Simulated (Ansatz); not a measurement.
System: YBr3, charge 0, multiplicity 1. 
Coordinates optimised at B3LYP-D3(BJ)/def2-TZVP (Ansatz, a quantum-chemistry and plane-wave program):
```xyz
4

Y      0.0000     0.0000     0.0000
Br    -2.0199    -1.6052    -0.3497
Br    -0.0008     2.3547    -1.1111
Br     2.0207    -0.7495     1.4609
```
Charge 0, spin multiplicity 1.

Total electronic energies in hartree. Cores are frozen in the correlated levels unless marked. Spin-orbit coupling is left out. The frozen core is the preceding noble-gas configuration, with the filled d and f shells of earlier blocks. In def2 rows, elements after Kr have scalar-relativistic effective core potentials. Basis-set limits of correlation are two-point, X^-3; Hartree-Fock from the larger set. [CCSD(T)-MP2]/basis is that difference in the basis named.

```csv
level,program,energy (Eh)
HF/def2-TZVPP,Ansatz,-7755.43884
RI-HF/def2-TZVPPD,Ansatz,-7755.43965
BLYP-D4/def2-TZVPD,Ansatz + dftd4,-7761.10803
r2SCAN/def2-TZVPD,Ansatz,-7761.03501
B3LYP/def2-TZVPD,Ansatz,-7761.15639
PBE0-D3(BJ)/def2-TZVPD,Ansatz + dftd3,-7760.16150
PBE0/def2-TZVP,Ansatz,-7760.15563
r2SCAN0/def2-TZVPD,Ansatz,-7761.00620
LC-wPBE/def2-TZVPD,Ansatz,-7760.00768
B2PLYP/def2-TZVPD,Ansatz,-7759.66951
PBE-QIDH/def2-TZVPD,Ansatz,-7758.98874
"RI-MP2/CBS(def2-TZVPPD,def2-QZVPPD)",Ansatz,-7756.2215
SCS-MP2/def2-TZVPP,Ansatz,-7755.95999
SCS-MP2/def2-TZVPPD,Ansatz,-7755.96308
SCS-MP2/def2-QZVPP,Ansatz,-7756.17488
CCSD/def2-SVP,Ansatz,-7754.91676
CCSD/def2-SVPD,Ansatz,-7754.94299
CCSD/def2-TZVPPD,Ansatz,-7756.01385
CCSD/def2-QZVPPD,Ansatz,-7756.21810
CCSD(T)/def2-TZVPPD,Ansatz,-7756.03874
"RI-MP2/CBS(def2-TZVPP,def2-QZVPP)+[CCSD(T)-MP2]/def2-SVP",Ansatz,-7756.2632
"RI-MP2/CBS(def2-TZVPPD,def2-QZVPPD)+[CCSD(T)-MP2]/def2-TZVPPD",Ansatz,-7756.2868
"CCSD(T)/CBS(def2-TZVPPD,def2-QZVPPD)",Ansatz,-7756.2906
```

Totals of different functionals don't rank their quality; only differences between species are comparable.
